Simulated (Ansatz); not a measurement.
```yaml
crystal:
  periodic: [false, false, false]
  atoms:
    - {symbol: C, position_ang: [0.844767, -1.030669, 1.308674]}
    - {symbol: C, position_ang: [0.498751, -0.331796, -0.103927]}
    - {symbol: C, position_ang: [0.749471, 0.779656, -0.498359]}
    - {symbol: C, position_ang: [0.001686, 1.647718, -1.165719]}
    - {symbol: Si, position_ang: [-1.127203, 0.408861, -0.824377]}
    - {symbol: F, position_ang: [-2.300209, 0.204922, 0.095709]}
    - {symbol: H, position_ang: [1.677782, -0.278817, 1.927987]}
    - {symbol: H, position_ang: [-0.142280, -0.987078, 1.983409]}
    - {symbol: H, position_ang: [1.187270, -1.841981, 1.284223]}
    - {symbol: H, position_ang: [0.163955, 2.179818, -2.061846]}
    - {symbol: H, position_ang: [-1.393386, -0.507071, -2.033297]}
basis:
  gaussian: {orbitals: cc-pVDZ}
total_charge: -1
magnetization: {spin_polarized: true, initial_magnetization: 1}
hamiltonian: {xc: {name: B3LYP}}
output: {forces: true}
```

```sh
$ ansatz run in.yaml --threads 4 --pin off --events-out ev --progress --plain --max-ram 10444MiB
```

It prints (some lines left out):

```
Functional definition: B3LYP
1055 factors; integrals over basis functions are off by at most 1.2e-3 eV
mean field evaluation 1: about -14809.1838 eV, gradient 4.0e1 eV
mean field evaluation 2: about -14788.7245 eV, gradient 6.9e1 eV
mean field evaluation 4: about -14817.9236 eV, gradient 6.3e0 eV
mean field evaluation 8: about -14818.3399 eV, gradient 1.1e0 eV
mean field evaluation 16: about -14818.3464 eV, gradient 2.2e-3 eV
mean field -14818.34637649 eV, -544.5641851002 hartree, gradient 7.3e-5 eV, S^2 0.754942; 0 other end points of the search recorded, 0 dependent functions left out
reference -14818.34663988 eV, -544.5641947795 hartree; 27, 26 occupied and 86, 87 virtual orbitals, 1055 factors
Total energy: -14818.34663988 eV, -544.5641947795 hartree
Atom 0 at     0.844767    -1.030669     1.308674 Å, force    -5.540597    16.524713     1.224510 eV/Å
Atom 1 at     0.498751    -0.331796    -0.103927 Å, force    -3.015826   -11.732332     6.630050 eV/Å
Atom 2 at     0.749471     0.779656    -0.498359 Å, force     7.525134     8.249223    -2.130261 eV/Å
Atom 3 at     0.001686     1.647718    -1.165719 Å, force    -2.149226     4.820112    -1.346159 eV/Å
Atom 4 at    -1.127203     0.408861    -0.824377 Å, force     3.999623    -2.988551    -4.624089 eV/Å
Atom 5 at    -2.300209     0.204922     0.095709 Å, force    -6.295396    -0.398744     4.601134 eV/Å
Atom 6 at     1.677782    -0.278817     1.927987 Å, force    -1.891209    -1.886246    -1.377613 eV/Å
Atom 7 at    -0.142280    -0.987078     1.983409 Å, force     1.913283    -0.264451    -1.196817 eV/Å
Atom 8 at     1.187270    -1.841981     1.284223 Å, force     5.369175   -13.301456    -0.548632 eV/Å
Atom 9 at     0.163955     2.179818    -2.061846 Å, force     0.640036     0.966233    -0.979088 eV/Å
Atom 10 at    -1.393386    -0.507071    -2.033297 Å, force    -0.554997     0.011500    -0.253034 eV/Å
Dipole moment:    -0.398135    -0.144225     0.188999 e Å
```

Run time 1.6 s (4 threads of a server CPU on a shared host); peak host memory 0.49 GiB.
